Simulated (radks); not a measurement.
Excited configurations of neutral copper: one electron is placed in a higher orbital outside [Ar] 3d10. The ground configuration is [Ar] 3d10 4s1. Calculated with a radial shooting solver on a logarithmic mesh with Libxc functionals: scalar-relativistic Kohn-Sham, LDA (Slater exchange, Perdew-Wang correlation), spin-unpolarised, spherical densities, finite nucleus; Fermi nuclear charge, rms radius 3.8823 fm. Excitation = E - E(ground); binding = E(ion) - E, where the ion is the core of charge +1; n* = 1/sqrt(2 binding) in atomic units, and the quantum defect is n - n*.

4p: excitation (eV) 4.255; binding (eV) 4.173; n* 1.806; eigenvalue (eV) -1.853; <r> (bohr) 4.385
4d: excitation (eV) 6.856; binding (eV) 1.571; n* 2.943; eigenvalue (eV) -0.723; <r> (bohr) 10.29
4f: excitation (eV) 7.518; binding (eV) 0.909; n* 3.868; eigenvalue (eV) -0.441; <r> (bohr) 17.62
5s: excitation (eV) 5.823; binding (eV) 2.605; n* 2.286; eigenvalue (eV) -1.528; <r> (bohr) 8.197
5f: excitation (eV) 7.803; binding (eV) 0.625; n* 4.667; eigenvalue (eV) -0.368; <r> (bohr) 29.96
6p: excitation (eV) 7.377; binding (eV) 1.050; n* 3.599; eigenvalue (eV) -0.649; <r> (bohr) 20.07
6d: excitation (eV) 7.772; binding (eV) 0.656; n* 4.554; eigenvalue (eV) -0.409; <r> (bohr) 31.48
6f: excitation (eV) 7.977; binding (eV) 0.451; n* 5.494; eigenvalue (eV) -0.287; <r> (bohr) 44.94
7p: excitation (eV) 7.743; binding (eV) 0.684; n* 4.459; eigenvalue (eV) -0.445; <r> (bohr) 31.97

The Delta-SCF ionisation energy is 8.427 eV (NIST Atomic Spectra Database: 7.726 eV, measured). Self-interaction in the functional shifts the binding energies and quantum defects, so they are the method's values and not measured ones. Spin polarisation and multiplet splitting are left out, so open shells lie too high by an amount that depends on their filling.

Beside tabulated values, note that spin-unpolarised runs miss the spin-polarisation part of the exchange energy of open shells.
